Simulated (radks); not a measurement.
Task: The mean radii <r> (bohr) of the occupied orbitals of an atom or ion are listed with their occupations. All-electron calculation, scalar-relativistic Kohn-Sham, PBE, spin-unpolarised, spherical densities, point nucleus. Program: a radial shooting solver on a logarithmic mesh with Libxc functionals.

| orbital | occ. | <r> |
|---|---|---|
| 1s | 2 | 0.1113 |
| 2s | 2 | 0.5660 |
| 2p | 6 | 0.5341 |
| 3s | 1 | 1.846 |

Name the element and its charge.

Result: Z = 14, silicon, charge +3: Si3+ in [Ne] 3s1. The 1s radius gives Z: for a bare nucleus <r> = (2 gamma + 1)/(2Z) with gamma = sqrt(1 - (Z/c)^2), 0.1068 bohr for Z = 14, and screening makes it slightly larger (0.1113 here). The occupations add up to 11, and the charge is Z minus that.
